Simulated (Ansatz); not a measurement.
System (SMILES): [BH]N (BH-NH2), doublet.
Atoms: B1, N2, H3, H4, H5. Bonds: B1-N2, B1-H3, N2-H4, N2-H5.

How fast the optimised B1-H3 bond length converges with the basis for several methods (Ansatz, an electronic-structure program): deviation from each method's own reference, in Å. References: HF 1.1878 Å, the value in def2-QZVPPD; MP2 1.1871 Å, the value in def2-QZVPP; PBE 1.1998 Å, the value in def2-QZVPPD; PBE0 1.1938 Å, the value in def2-QZVPPD. Cartesian d functions, on some or all atoms, in 6-31G*; all else is spherical. In correlated methods cores are frozen. Open shells are unrestricted. No added dispersion term, no relativity. The reference of a correlated method is not its basis-set limit, which lies further on.

```json
[
 {"basis": "6-31G*", "functions": "36", "HF": "[?]", "MP2": "0.0071", "PBE": "0.0071", "PBE0": "0.0056"},
 {"basis": "cc-pVDZ", "functions": "43", "HF": "[?]", "MP2": "0.0189", "PBE": "0.0150", "PBE0": "0.0135"},
 {"basis": "def2-SVP", "functions": "43", "HF": "[?]", "MP2": "0.0158", "PBE": "0.0164", "PBE0": "0.0146"},
 {"basis": "aug-cc-pVDZ", "functions": "73", "HF": "[?]", "MP2": "0.0155", "PBE": "0.0097", "PBE0": "0.0092"},
 {"basis": "def2-TZVP", "functions": "80", "HF": "[?]", "MP2": "0.0040", "PBE": "0.0016", "PBE0": "0.0015"},
 {"basis": "def2-TZVPPD", "functions": "125", "HF": "[?]", "MP2": "0.0014", "PBE": "0.0008", "PBE0": "0.0008"},
 {"basis": "6-311++G(3df,3pd)", "functions": "132", "HF": "[?]", "MP2": "0.0005", "PBE": "0.0004", "PBE0": "0.0004"},
 {"basis": "aug-cc-pVTZ", "functions": "161", "HF": "[?]", "MP2": "0.0020", "PBE": "0.0005", "PBE0": "0.0006"}
]
```

**Question.** Fill in the missing entries.

**Answer.** 
- 6-31G*, HF: 0.0031
- cc-pVDZ, HF: 0.0119
- def2-SVP, HF: 0.0117
- aug-cc-pVDZ, HF: 0.0088
- def2-TZVP, HF: 0.0016
- def2-TZVPPD, HF: 0.0007
- 6-311++G(3df,3pd), HF: 0.0001
- aug-cc-pVTZ, HF: 0.0007

Mean absolute deviation over def2-TZVP, def2-TZVPPD, 6-311++G(3df,3pd), aug-cc-pVTZ: HF 0.0008, PBE0 0.0008, PBE 0.0008, MP2 0.0020 Å.
